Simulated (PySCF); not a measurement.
Ti(I)(SH)3 (H₃IS₃Ti), SMILES [SH][Ti]([SH])([SH])[I], multiplicity 1.

Geometry: B3LYP-D3(BJ)/def2-SVP. The multiplicity is an assumed one; other spin states were not compared. The def2 effective core potentials stand for the cores of I; spin–orbit coupling is left out. The values are those of a single conformer.

Two levels are set side by side: PBE/def2-TZVP (PySCF) and PBE0/def2-TZVP (PySCF). Same geometry, gas phase. Differences are taken from unrounded values.

```tsv
quantity	PBE0
orbital gap (eV)	4.61
highest occupied level (eV)	-7.83
lowest empty level (eV)	-3.22
dipole moment (D)	0.94
mean polarisability (bohr³)	135.5
```

Task: What does PBE give, and how far is it from PBE0? (Estimate from the structure and the level; the computed values follow.)

Result: 
```csv
quantity,PBE,PBE minus PBE0
orbital gap (eV),2.67,-1.95
highest occupied level (eV),-6.72,1.11
lowest empty level (eV),-4.06,-0.84
dipole moment (D),0.87,-0.07
mean polarisability (bohr³),139.7,4.2
```

Without exact exchange PBE keeps part of each electron's self-repulsion, which lifts occupied levels and narrows the gap. Loosely held outer electrons make PBE densities more polarisable. Differences between two approximate levels are no errors against the true value.

Rough cost on one machine, each run with all the roots and properties that it gave: PBE0 against PBE within a factor of 2.
